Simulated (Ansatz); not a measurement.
Program: Ansatz. Geometries: PBE0-D4/def2-TZVP. ΔE: electronic, gas phase. CCSD(T)/CBS adds triple-zeta CCSD(T) − MP2 to the extrapolated MP2 energy (def2 sets, frozen cores). Functionals use def2-TZVPP. One conformer a species, not always the lowest.

Reaction (isomerisation): `C[Si](C)(N)O` → `CN([SiH3])CO`

Problem. Is it downhill or uphill in electronic energy at CCSD(T)/CBS, and by how much? (An estimate is asked.)

Solution. Computed: Uphill: ΔE = +80.2 kcal/mol.

Problem. What do these levels give: r2SCAN-D4, ωB97X-V, PBE, MP2/def2-TZVPP, CCSD(T)/def2-TZVPP, HF/def2-QZVPP? (An estimate is asked.)

Solution. The calculation gave: r2SCAN-D4 80.4, ωB97X-V 76.3, PBE 75.3, MP2/def2-TZVPP 81.0, CCSD(T)/def2-TZVPP 77.8, HF/def2-QZVPP 77.0 kcal/mol.

Largest T1 diagnostic among the species: 0.011.

In def2-TZVPP, CCSD(T) changes the Hartree–Fock value by +1.1 kcal/mol (the triples alone add −0.4 kcal/mol) and MP2 by +4.2 kcal/mol. From PBE to PBE0 (25 % exact exchange), in def2-TZVPP and without D4, ΔE moves by +1.9 kcal/mol.
